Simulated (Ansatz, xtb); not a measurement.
# Relative energy of two isomers of C5H4Cl2O

Structure I is `ClC1=COC=C[C@@H]1Cl`, a singlet and structure II is `C=C/C(Cl)=C/C(=O)Cl`, a singlet. Both are isolated molecules in the gas phase, relaxed with B3LYP/def2-SVP, each in the lowest conformer that the search found.

I (Å):

```yaml
atoms:
  - { symbol: C, position_ang: [-1.5994, -0.1105, 0.3586] }
  - { symbol: C, position_ang: [-2.3238, -1.0664, -0.2526] }
  - { symbol: C, position_ang: [-0.6972, -2.6756, 0.1490] }
  - { symbol: C, position_ang: [0.1044, -1.7996, 0.7734] }
  - { symbol: C, position_ang: [-0.3298, -0.4093, 1.0727] }
  - { symbol: Cl, position_ang: [-2.1684, 1.5337, 0.3636] }
  - { symbol: Cl, position_ang: [-0.5662, -0.2127, 2.9347] }
  - { symbol: O, position_ang: [-1.9255, -2.3609, -0.3406] }
  - { symbol: H, position_ang: [-3.2746, -0.8835, -0.7531] }
  - { symbol: H, position_ang: [-0.4410, -3.7170, -0.0494] }
  - { symbol: H, position_ang: [1.0846, -2.1300, 1.1207] }
  - { symbol: H, position_ang: [0.4439, 0.3432, 0.8731] }
```

II (Å):

```yaml
atoms:
  - { symbol: C, position_ang: [-0.3088, 3.0307, 1.2867] }
  - { symbol: C, position_ang: [-0.1557, 1.7588, 0.8882] }
  - { symbol: C, position_ang: [-0.7954, 0.5841, 1.4824] }
  - { symbol: C, position_ang: [-0.5591, -0.6596, 0.9847] }
  - { symbol: C, position_ang: [-1.1267, -1.9206, 1.4751] }
  - { symbol: Cl, position_ang: [-1.8521, 0.8562, 2.8307] }
  - { symbol: Cl, position_ang: [-0.5101, -3.3211, 0.4786] }
  - { symbol: O, position_ang: [-1.8803, -2.1127, 2.3743] }
  - { symbol: H, position_ang: [-0.9556, 3.2928, 2.1268] }
  - { symbol: H, position_ang: [0.2153, 3.8408, 0.7747] }
  - { symbol: H, position_ang: [0.5004, 1.5304, 0.0422] }
  - { symbol: H, position_ang: [0.1194, -0.7368, 0.1350] }
```

Question: Which of the two would you expect CCSD(T)/def2-SVP + ΔMP2/def2-TZVPP electronic energies to favour?

Answer: Structure II; the calculation gives E(II) − E(I) = −4.1 kcal/mol.

The same difference at several levels:

```csv
level,geometry,E(II) − E(I) (kcal/mol),departure from the last row (kcal/mol),"job, with rough time for the two"
GFN2-xTB,GFN2-xTB,+14.4,+18.5,"optimisation, 0.15 s"
HF/STO-3G,GFN2-xTB,+31.7,+35.8,"single point, 0.32 s"
r2SCAN-D4/def2-SVP,GFN2-xTB,−5.3,−1.2,"single point, 1.9 s"
B3LYP/def2-SVP,B3LYP/def2-SVP,−7.1,−3.0,"optimisation, 19 s"
HF/def2-SVP,B3LYP/def2-SVP,−3.9,+0.2,part of the CCSD(T) run
MP2/def2-SVP,B3LYP/def2-SVP,−6.7,−2.6,part of the CCSD(T) run
CCSD(T)/def2-SVP,B3LYP/def2-SVP,−6.4,−2.3,single point
CCSD(T)/def2-SVP + ΔMP2/def2-TZVPP,B3LYP/def2-SVP,−4.1,,"single point, 28 s"
```

As drawn, II has 1 C=O in place of 2 C–O. Structure I has a 6-membered ring, II no ring.

GFN2-xTB, HF/STO-3G put the two in the other order. The largest departure from CCSD(T)/def2-SVP + ΔMP2/def2-TZVPP is that of HF/STO-3G, 35.8 kcal/mol. The last row adds to CCSD(T) the change of the MP2 difference between the two basis sets, here +2.3 kcal/mol.

With thermal terms from frequencies at re-optimised GFN2-xTB minima (ideal gas, soft modes damped towards free rotors, one conformer each, 298.15 K, 1 atm): the zero-point term adds −1.7 kcal/mol; ΔH is −5.0 and ΔG −7.0 kcal/mol.

The correlated steps freeze 16 core orbitals. Mirror images aren't counted in ΔG. Run with Ansatz 0.2.0, xtb 6.7.1; the last row on 4 threads of Intel(R) Xeon(R) 6975P-C (Granite Rapids) on a shared host.
